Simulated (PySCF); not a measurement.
Cartesian coordinates (Å):
```xyz
7

Hf    -0.0628    -0.1063     0.1045
Cl     1.5819    -1.7897    -0.2142
Cl     0.8476     1.7449     1.2814
O     -1.5111    -0.8308     1.1239
H     -2.3143    -1.1883     1.5257
O     -0.6680     0.4864    -1.6114
H     -1.1157     0.7291    -2.4330
```
Charge 0, spin multiplicity 1.

What is the computed LUMO, dipole moment, total energy, charge on the central atom (Mulliken), HOMO–LUMO gap and HOMO (PBE-D3(BJ)/def2-TZVP // BP86-D3(BJ)/def2-SVP (PySCF))?


```json
{
 "LUMO": "-1.67 eV",
 "dipole_moment": "3.87 D",
 "total_energy": "-1119.9692 Ha",
 "charge on the central atom (Mulliken)": "1.29 e",
 "HOMO–LUMO gap": "5.84 eV",
 "HOMO": "-7.52 eV"
}
```
